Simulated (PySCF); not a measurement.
3-methoxypropanenitrile (C4H7NO), SMILES C(C#N)COC.

Geometry optimised at ωB97X-D3(BJ)/def2-SVP. The values are those of a single conformer.

Two levels are set side by side: TDDFT-PBE/def2-SVPD (PySCF) and TDDFT-LC-ωPBE/def2-SVPD (PySCF). Vertical, same geometry. The lowest singlet is HOMO→LUMO 100 % with PBE and HOMO−2→LUMO+4 52 %, HOMO−1→LUMO+3 14 % with the other functional; states are paired by order. Differences are taken from unrounded values.

```json
[
 {"quantity": "lowest singlet excitation (eV)", "TDDFT-LC-ωPBE": "7.78"},
 {"quantity": "lowest triplet excitation (TDA) (eV)", "TDDFT-LC-ωPBE": "6.29"}
]
```

Q: What does TDDFT-PBE give, and how far is it from TDDFT-LC-ωPBE? (An estimate is asked for; the answer gives what the named calculation found.)

A: 
| quantity | TDDFT-PBE | TDDFT-PBE minus TDDFT-LC-ωPBE |
|---|---|---|
| lowest singlet excitation (eV) | 5.99 | -1.79 |
| lowest triplet excitation (TDA) (eV) | 5.93 | -0.36 |

A lower first singlet is the usual sign of a functional without exact exchange. Differences between two approximate levels are no errors against the true value.

Rough cost on one machine, each run with all the roots and properties that it gave: TDDFT-LC-ωPBE against TDDFT-PBE about 8 times.
